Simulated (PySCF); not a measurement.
C3H7ClO2S.
Bonds: C1–C2, C2–C3, C2–S4, S4–O5 (double), S4–O6 (double), S4–Cl7. Hydrogens: H8, H9, H10 on C1; H11 on C2; H12, H13, H14 on C3.

All values: wB97X-D/pcSseg-2 (PySCF, non-relativistic), on one gas-phase PBE0-D3(BJ)/def2-TZVP geometry that isn't relaxed in the solvent. The solvent is an IEF-PCM continuum (Bondi radii, 1.10 Å for H, scaled by 1.2). Specific hydrogen bonds and non-electrostatic terms are outside this model.

Gas phase at wB97X-D/pcSseg-2: HOMO -11.00 eV, LUMO 0.44 eV, dipole 4.45 D.

Problem. What does the continuum do to the energy, the frontier levels and the dipole at wB97X-D/pcSseg-2 in chloroform?

Solution. 
```tsv
solvent	ε	E(solvent) − E(gas) (kcal/mol)	polarisation term (kcal/mol)	distortion of the solute (kcal/mol)	HOMO (eV)	LUMO (eV)	dipole (D)
chloroform	4.711	-5.03	-5.73	0.70	-11.09	0.45	5.34
```

The polarisation term is half the interaction of the solute with the surface charges that it induces; the rest is the cost of distorting the solute's density. The sum is the electrostatic part of solvation alone.

Problem. Which radius a makes the point-dipole formula ΔE = −[(ε − 1)/(2ε + 1)]·μ²/a³ give the value in chloroform, with the gas-phase dipole?

Solution. μ = 1.749 au and |ΔE| = 0.00802 Eh give a = 2.72 Å; the farthest nucleus lies 2.57 Å from the centroid of the nuclei. The formula assumes a rigid point dipole at the centre of a sphere.

Hardware: one thread, Arm Neoverse V1 (aarch64), shared host with 32 logical CPUs at a one-minute load of 13. Cost: 90 s of wall time, 1.9 GiB resident at most. This is the whole shielding run at wB97X-D/pcSseg-2 in chloroform, SCF included.

Shape of the structure used: `[CH3:1][CH:2]([CH3:3])[S:4](=[O:5])(=[O:6])[Cl:7]`: C1–C2–S4–O5 177°.

The pairwise dispersion term of wB97X-D wasn't added to the energies; at a given geometry it leaves orbitals and properties as they are.
